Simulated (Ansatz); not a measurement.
Reaction (isomerisation): `C=NB(O)F` → `FC1NBO1`

Computed with Ansatz on PBE0-D4/def2-TZVP structures; ΔE is electronic, products minus reactants. CBS: MP2 limit from def2 TZ/QZ plus the TZ coupled-cluster correction, frozen cores. Functionals use def2-TZVPP. One conformer a species, not always the lowest.

`C=NB(O)F`:

Z-matrix (Å, degrees):
```
C
N 1 1.251
H 1 1.095 2 120.4
H 1 1.099 2 123.8 3 179.9
B 2 1.426 1 134.3 3 -179.2
F 5 1.330 2 119.4 1 87.5
O 5 1.356 2 123.3 1 -97.9
H 7 0.959 5 113.2 2 2.7
```

`FC1NBO1`:

```xyz
8

F    -0.604    1.703   -0.800
C    -0.044    0.480   -0.677
N     0.540    0.214    0.600
B    -0.361   -0.874    0.658
O    -1.021   -0.532   -0.529
H     0.589    0.315   -1.553
H     1.444    0.497    0.927
H    -0.543   -1.803    1.372
```

```tsv
level	ΔE (kcal/mol)
PBE-D4	42.3
r2SCAN0	43.5
```

**Question.** What does CCSD(T)/CBS give? (An estimate is asked.)

**Answer.** Ansatz gave: +46.4 kcal/mol. The listed levels differ from it by -4.1, -2.9 kcal/mol.

Largest T1 diagnostic among the species: 0.014.

From BLYP to BHLYP (50 % exact exchange), in def2-TZVPP and without D4, ΔE moves by −2.2 kcal/mol. In def2-TZVPP, CCSD(T) changes the Hartree–Fock value by −3.9 kcal/mol (the triples alone add −0.4 kcal/mol) and MP2 by −4.1 kcal/mol. Leaving LDA and LC-ωPBE aside and taking each functional with its dispersion term where it has one, the values, not all of them listed here, spread over 8.3 kcal/mol, from ωB97X-V to BLYP-D4. LDA lies −6.3 kcal/mol from PBE without D4.
